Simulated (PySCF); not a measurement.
**Electron correlation in S (sulfur, neutral)**

[Ne] 3s2 3p4, high-spin 3P determinant. Computed with PySCF 2.14 in aug-cc-pVDZ-DK, with scalar relativity by spin-free X2C-1e. Frozen: [Ne]; 6 electrons correlated.

MP2 pair energies summed by pair of shells (mhartree):

```csv
pair,energy,share (%)
3p-3p,-43.70,48.6
3s-3p,-38.50,42.8
3s-3s,-7.70,8.6
```

Total MP2 correlation energy: -89.90 mhartree.

Same-spin part -22.47 and opposite-spin part -67.42 mhartree; SCS-MP2 scales them by 1/3 and 6/5 to -88.40 mhartree.

```json
{"level": "CCSD", "correlation energy (mhartree)": "-109.77"}
{"level": "(T)", "correlation energy (mhartree)": "-1.99"}
{"level": "CCSD(T)", "correlation energy (mhartree)": "-111.76"}
```

Diagnostics: T1 = 0.0088, D1 = 0.0277, largest double amplitude 0.044.

Cost of the coupled-cluster step: 0.16 s of wall time on 1 thread of Neoverse-V2 (shared host), for 6 correlated electrons.

Iterations:

```
CC2 = 0
CCSD nocc = (np.int64(4), np.int64(2)), nmo = (22, 22)
frozen orbitals [[0, 1, 2, 3, 4], [0, 1, 2, 3, 4]]
max_cycle = 100
direct = 0
conv_tol = 1e-08
conv_tol_normt = 1e-06
diis_space = 8
diis_start_cycle = 0
Init t2, MP2 energy = -0.0898981863524137
Init E_corr(UCCSD) = -0.0898981863534674
cycle = 1  E_corr(UCCSD) = -0.105061523000051  dE = -0.0151633366  norm(t1,t2) = 0.0426989
cycle = 2  E_corr(UCCSD) = -0.10826413479686  dE = -0.0032026118  norm(t1,t2) = 0.0145076
cycle = 3  E_corr(UCCSD) = -0.109807583687528  dE = -0.00154344889  norm(t1,t2) = 0.0061416
cycle = 4  E_corr(UCCSD) = -0.109765484696628  dE = 4.20989909e-05  norm(t1,t2) = 0.00106925
cycle = 5  E_corr(UCCSD) = -0.109773020171756  dE = -7.53547513e-06  norm(t1,t2) = 0.000393787
cycle = 6  E_corr(UCCSD) = -0.109773347557071  dE = -3.27385316e-07  norm(t1,t2) = 0.000119424
cycle = 7  E_corr(UCCSD) = -0.109773171281306  dE = 1.76275765e-07  norm(t1,t2) = 3.29464e-05
cycle = 8  E_corr(UCCSD) = -0.109773308181453  dE = -1.36900147e-07  norm(t1,t2) = 7.46389e-06
cycle = 9  E_corr(UCCSD) = -0.109773216033842  dE = 9.21476112e-08  norm(t1,t2) = 1.61384e-06
cycle = 10  E_corr(UCCSD) = -0.109773233469726  dE = -1.74358836e-08  norm(t1,t2) = 3.80066e-07
cycle = 11  E_corr(UCCSD) = -0.1097732368291  dE = -3.35937433e-09  norm(t1,t2) = 8.9884e-08
UCCSD converged
E(UCCSD) = -398.6883957894213  E_corr = -0.1097732368291
UCCSD(T) correction = -0.00198961501605711
```
